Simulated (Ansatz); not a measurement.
System: sum formula H5SiN2O2, charge 0, multiplicity 2. It need not be the lowest isomer of its formula. SMILES: N[Si](N)([O])O
Geometry from a B3LYP-D3(BJ)/def2-TZVP (Ansatz, an electronic-structure program) optimisation:
```
Si
O 1 1.6212
O 1 1.6411 2 119.29
H 3 0.9597 1 117.66 2 58.01
N 1 1.6968 2 109.36 3 127.45
H 5 1.0057 1 122.29 2 25.09
H 5 1.0058 6 113.47 1 -174.07
N 1 1.7282 2 99.26 5 122.53
H 8 1.0088 1 120.24 2 -61.81
H 8 1.0098 9 111.88 1 -149.13
```
Charge 0, spin multiplicity 2.

Parts of the frozen-core correlation energy in 6-31G* (Ansatz, hartree). Frozen orbitals: 9; correlated occupied orbitals by spin: 16 and 15; virtual: 64 and 65. UHF or UKS for open shells. Spin-orbit coupling is left out. No relativistic terms.

```
term                            value
-------------------------  ----------
reference (HF)             -550.54957
MP2 opposite-spin            -0.53341
MP2 same-spin                -0.18891
CCSD correlation             -0.76568
(T)                          -0.01613
T1 diagnostic                   0.027
largest doubles amplitude       0.017
<S^2> of the reference          0.758
```
